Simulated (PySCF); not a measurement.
## Spinor energies of Tl⁺ (thallium, charge +1)

Start: [Xe] 4f14 5d10 6s1 6p1; 6s1/2 filled at m_j = +1/2; 6p3/2 filled at m_j = +3/2. Calculated with PySCF 2.14 in x2c-SVPall-2c with one added diffuse shell each of s, p type (8s12p7d2f, 93 functions): generalised Hartree-Fock with the X2C-1e Hamiltonian and a Gaussian nucleus; one run each with spin-orbit coupling (SO) switched off, then screened by Boettger's factors. This is a chosen level, not necessarily the ground level.

```csv
spinor shell,electrons,"ε, spin-free (eV)","ε, screened SO (eV)",weight of nominal j (screened SO),"rms radius, screened SO (bohr)"
1s1/2,2,-86023.1,-85987.1,1.000,0.0184
2s1/2,2,-15483.8,-15472.5,1.000,0.0743
2p1/2,2,-13337.0,-14829.7,1.000,0.0628
2p3/2,4,-13337.0,-12758.0,1.000,0.0710
3s1/2,2,-3777.5,-3773.8,1.000,0.189
3p1/2,2,-3149.9,-3484.7,1.000,0.181
3p3/2,4,-3149.9,-3017.3,1.000,0.197
3d3/2,4,-2487.4,-2544.8,1.000,0.174
3d5/2,6,-2487.4,-2446.1,1.000,0.178
4s1/2,2,-890.31,-889.31,1.000,0.416
4p1/2,2,-680.94,-763.39,1.000,0.420
4p3/2,4,-680.94,-648.25,1.000,0.454
4d3/2,4,-429.57,-441.98,1.000,0.468
4d5/2,6,-429.57,-420.57,1.000,0.474
5s1/2,2,-162.50,-162.56,1.000,0.941
4f5/2,6,-149.84,-152.03,1.000,0.512
4f7/2,8,-149.84,-147.60,1.000,0.514
5p1/2,2,-102.89,-118.12,1.000,1.01
5p3/2,4,-102.89,-97.287,1.000,1.11
5d3/2,4,-32.106,-33.599,0.986,1.45
6s1/2,1,-21.843,-21.938,0.999,2.60
6p3/2,1,-12.707,-12.285,1.000,3.61
```

Question: Where does 5d5/2 lie, and what is the 5d spin-orbit splitting (screened SO)?

Answer: At -31.405 eV, 2.194 eV above 5d3/2.

```
   quantity     spin-free   screened SO
E (hartree)  -20228.72396  -20263.39494
        M_J             2             2
       ⟨J²⟩         6.010         6.010
       ⟨L²⟩         2.007         2.186
       ⟨S²⟩         2.003         2.185
```

Each row is a mean over spinors that exchange with the open shell spreads, by up to 0.714 eV (5d5/2).

Breit and QED terms are absent; they matter most for the inner s and p1/2 levels.

Densities and radii are taken from the X2C orbitals without a picture-change correction, which distorts them close to the nucleus.

Without spin-orbit coupling the j labels of p, d and f shells carry no meaning; the spin-free column gives the mean over the occupied spinors of each nl shell.
